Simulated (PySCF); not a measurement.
Al(H)(OMe)(SiH3), SMILES C[O][AlH][SiH3], B3LYP/def2-SVP optimised geometry.

```
11

Al    -0.09    -0.70     0.00
H     -1.04    -1.98     0.00
O     -0.83     0.84     0.00
C     -2.09     1.44     0.00
H     -2.21     2.07    -0.90
H     -2.91     0.70     0.01
H     -2.21     2.09     0.88
Si     2.36    -0.70     0.00
H      2.91    -2.09     0.02
H      2.90     0.02     1.19
H      2.90    -0.02    -1.22
```

Density from B3LYP/def2-TZVP in PySCF at that geometry.

Minimum of the electron density along straight lines between bonded atoms, close to the bond critical point (lines longer than 1.1 times the sum of covalent radii, or with two minima, are not listed):

```json
[
 {"bond": "Al1–H2", "length / Å": "1.590", "ρ at the minimum / e bohr⁻³": "0.082", "∇²ρ there / e bohr⁻⁵": "[?]", "position (fraction from the first atom)": "0.50"},
 {"bond": "Al1–O3", "length / Å": "1.703", "ρ at the minimum / e bohr⁻³": "[?]", "∇²ρ there / e bohr⁻⁵": "0.77", "position (fraction from the first atom)": "0.43"},
 {"bond": "O3–C4", "length / Å": "1.398", "ρ at the minimum / e bohr⁻³": "0.264", "∇²ρ there / e bohr⁻⁵": "[?]", "position (fraction from the first atom)": "0.65"},
 {"bond": "C4–H5", "length / Å": "1.105", "ρ at the minimum / e bohr⁻³": "0.278", "∇²ρ there / e bohr⁻⁵": "-0.96", "position (fraction from the first atom)": "0.64"},
 {"bond": "C4–H6", "length / Å": "1.107", "ρ at the minimum / e bohr⁻³": "0.276", "∇²ρ there / e bohr⁻⁵": "-0.95", "position (fraction from the first atom)": "0.64"},
 {"bond": "C4–H7", "length / Å": "1.105", "ρ at the minimum / e bohr⁻³": "0.278", "∇²ρ there / e bohr⁻⁵": "-0.96", "position (fraction from the first atom)": "0.64"},
 {"bond": "Al1–Si8", "length / Å": "2.453", "ρ at the minimum / e bohr⁻³": "0.065", "∇²ρ there / e bohr⁻⁵": "0.00", "position (fraction from the first atom)": "0.36"},
 {"bond": "Si8–H9", "length / Å": "1.497", "ρ at the minimum / e bohr⁻³": "0.117", "∇²ρ there / e bohr⁻⁵": "0.16", "position (fraction from the first atom)": "0.49"},
 {"bond": "Si8–H10", "length / Å": "1.497", "ρ at the minimum / e bohr⁻³": "0.117", "∇²ρ there / e bohr⁻⁵": "0.16", "position (fraction from the first atom)": "0.49"},
 {"bond": "Si8–H11", "length / Å": "1.497", "ρ at the minimum / e bohr⁻³": "0.116", "∇²ρ there / e bohr⁻⁵": "0.16", "position (fraction from the first atom)": "0.49"}
]
```

Q: Fill in the missing entries.

A: 
- Al1–H2, ∇²ρ there / e bohr⁻⁵: 0.19
- Al1–O3, ρ at the minimum / e bohr⁻³: 0.104
- O3–C4, ∇²ρ there / e bohr⁻⁵: -0.55
